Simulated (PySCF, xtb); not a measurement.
Be(tBu)(NH2) (C4H11BeN), SMILES C[C](C)(C)[Be][NH2]. Other conformers were not sampled.

Harmonic wavenumbers (cm⁻¹) from xtb with GFN2-xTB at its own minimum, in rising order: 37, 43, 66, 211, 226, 262, 268, 301, 323, 376, 382, 476, 542, 588, 880, 962, 967, 968, 1029, 1034, 1139, 1196, 1198, 1248, 1410, 1411, 1435, 1506, 1507, 1508, 1519, 1519, 1526, 1558, 2950, 2950, 2958, 3003, 3011, 3014, 3017, 3021, 3022, 3488, 3489.

Q: What does PBE-D3(BJ)/def2-SVP in PySCF give at its own minimum? (An estimate is asked for; the answer gives what the named calculation found.)

A: 9, 89, 91, 244, 279, 279, 310, 314, 339, 366, 390, 440, 548, 648, 812, 914, 930, 930, 977, 983, 1132, 1163, 1168, 1316, 1325, 1326, 1353, 1400, 1400, 1405, 1426, 1426, 1431, 1490, 2907, 2908, 2911, 2993, 2997, 2998, 3028, 3032, 3033, 3506, 3583. Paired by order, the mean absolute difference is 46 cm⁻¹ and the zero-point energies are 90.8 and 89.4 kcal/mol.
